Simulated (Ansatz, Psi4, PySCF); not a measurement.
System: CH$_{5}$BNO$_{2}$, net charge 0, doublet state. SMILES: C[N]B(O)O
Structure (B3LYP-D3(BJ)/def2-TZVP (Ansatz, an electronic-structure program) minimum search):
```xyz
10

C      1.9036     0.4250    -0.2733
N      0.6971     0.6128     0.4587
B     -0.5089    -0.0988     0.1030
O     -0.4796    -1.4585    -0.0456
O     -1.7020     0.5680    -0.0299
H      2.7654     0.8524     0.2424
H      2.0837    -0.6414    -0.4725
H      1.8299     0.8986    -1.2653
H     -1.3579    -1.8376    -0.1602
H     -1.6247     1.5058     0.1728
```
Charge 0, spin multiplicity 2.

Wanted: size of the dipole moment, in D. Conventions: 6-31G* and kin with 6d, 5d where marked; open shells spin-unrestricted; LANL2DZ all-electron up to Ne; no dispersion term unless named; 6-311+G** with 5d; spin-orbit terms left out; non-relativistic. First-principles rows: single points at B3LYP-D3(BJ) geometries (Ansatz).

```
level               program  size of the dipole moment (D)
------------------  -------  -----------------------------
PBE/STO-3G           Ansatz                           1.27
PBE/LANL2DZ          Ansatz                           1.47
B3LYP/6-31G*         Ansatz                           1.16
B3LYP/6-31+G*        Ansatz                           1.23
M06-2X/6-31G* (5d)    PySCF                           1.19
M06-2X/6-311+G**      PySCF                           1.22
wB97X-D/6-31G*         Psi4                           1.20
```

No value to compare with is used here. The 7 habitual levels span 1.16 (B3LYP/6-31G*) to 1.47 D (PBE/LANL2DZ).

The levels are drawn from those run, B3LYP/6-31G* more often than the rest, none by its result; left out are runs that failed, that the program found above a lower state of the same kind, or whose <S^2> lies over 0.5 above the pure value.
